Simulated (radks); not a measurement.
Values are calculated unless marked as measured or tabulated.
All-electron atom: Eu4+ in [Kr] 4d10 4f5 5s2 5p5.5 6p0.5 (fractional occupations, a model configuration). Code: a radial shooting solver on a logarithmic mesh with Libxc functionals. Model: scalar-relativistic Kohn-Sham, PBE, spin-polarised, spherical densities, finite nucleus; open shells are filled with parallel spins first (spin-orbit coupling, left out, can overturn this in heavy ions); Fermi nuclear charge, rms radius 5.1115 fm.

X-ray form factor f0, the Fourier transform of the density (f0(0) = 59):

sin(theta)/lambda (1/angstrom),f0 (electrons)
0.05,58.340
0.1,56.535
0.15,53.970
0.2,51.005
0.25,47.897
0.3,44.823
0.4,39.231
0.5,34.610
0.6,30.805
0.8,24.850
1,20.629
1.25,17.242
1.5,14.985
2,11.325
